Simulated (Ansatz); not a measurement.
The cluster Mg₂Se₂⁻. Total charge -1; doublet. Geometry r2SCAN-D4/def2-SVPD.

```tsv
atom	x (Å)	y (Å)	z (Å)
Mg1	0.3645	-0.8765	-1.9533
Mg2	-0.5317	1.7390	1.1874
Se3	-1.1024	-0.7362	0.2985
Se4	1.2696	-0.1262	0.4674
```

Another isomer (doublet) lies 2.14 eV lower at PBE0-D4/def2-TZVPD; other spin states weren't run for this one.

Q: Estimate the α-spin orbital energies around the gap (eV) in Ansatz with LDA (SPW92)/def2-TZVPD, PBE-D4/def2-TZVPD, r2SCAN-D4/def2-TZVPD, PBE0-D4/def2-TZVPD.

A: 
| orbital | LDA (SPW92)/def2-TZVPD | PBE-D4/def2-TZVPD | r2SCAN-D4/def2-TZVPD | PBE0-D4/def2-TZVPD |
| --- | --- | --- | --- | --- |
| HOMO−5 | -4.26 | -4.14 | -4.51 | -5.17 |
| HOMO−4 | -3.36 | -3.24 | -3.60 | -4.43 |
| HOMO−3 | -1.79 | -1.69 | -1.98 | -2.71 |
| HOMO−2 | -1.19 | -1.08 | -1.36 | -2.11 |
| HOMO−1 | -0.61 | -0.53 | -0.69 | -1.27 |
| HOMO | -0.09 | -0.06 | -0.27 | -0.77 |
| LUMO | 0.93 | 1.11 | 1.19 | 1.85 |
| LUMO+1 | 1.76 | 1.85 | 1.97 | 2.31 |
| LUMO+2 | 2.12 | 2.18 | 2.36 | 2.63 |
| LUMO+3 | 2.23 | 2.29 | 2.48 | 2.77 |
| LUMO+4 | 2.48 | 2.54 | 2.84 | 2.94 |
| LUMO+5 | 2.57 | 2.59 | 2.93 | 2.99 |
| β HOMO | -0.24 | -0.08 | -0.01 | -0.44 |
| β LUMO | 0.37 | 0.54 | 0.69 | 0.95 |
